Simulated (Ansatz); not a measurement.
CH₆GaNS (`[NH2][GaH][CH2]S`), relaxed with RKS PBE0-D4/def2-TZVP in Ansatz 0.2.0 from a GFN2-xTB geometry. The force threshold is 0.005 eV/Å; the program also tests the step.

Charge 0, multiplicity 1.

Start:

```xyz
10

N    -0.581   -1.914    0.299
Ga   -0.588   -0.123    0.510
C     1.092    0.904    0.119
S     0.336    1.302   -1.543
H     0.241   -2.469    0.090
H    -1.375   -2.532    0.408
H    -1.934    0.590    0.758
H     1.945    0.263   -0.115
H     1.455    1.834    0.554
H    -0.591    2.147   -1.079
```

Q: How much energy does the relaxation release, and in how many steps? (Estimate.)

A: Ansatz gave: 14.31 kJ/mol, in 12 steps, 1 of them rejected.

Q: Which bonds change most? (Best estimate.)

A: Ansatz gave: C3–S4 from 1.869 to 1.822 Å; Ga2–C3 from 2.007 to 1.970 Å; Ga2–H7 from 1.542 to 1.563 Å; N1–Ga2 from 1.804 to 1.814 Å.

Q: Give the relaxed structure. (An estimate is asked.)

A: Computed: 
```xyz
10

N    -0.539   -1.964    0.421
Ga   -0.608   -0.153    0.471
C     1.000    0.873   -0.022
S     0.563    1.663   -1.605
H     0.279   -2.492    0.169
H    -1.345   -2.556    0.529
H    -1.971    0.535    0.805
H     1.828    0.203   -0.259
H     1.356    1.615    0.692
H    -0.563    2.275   -1.200
```
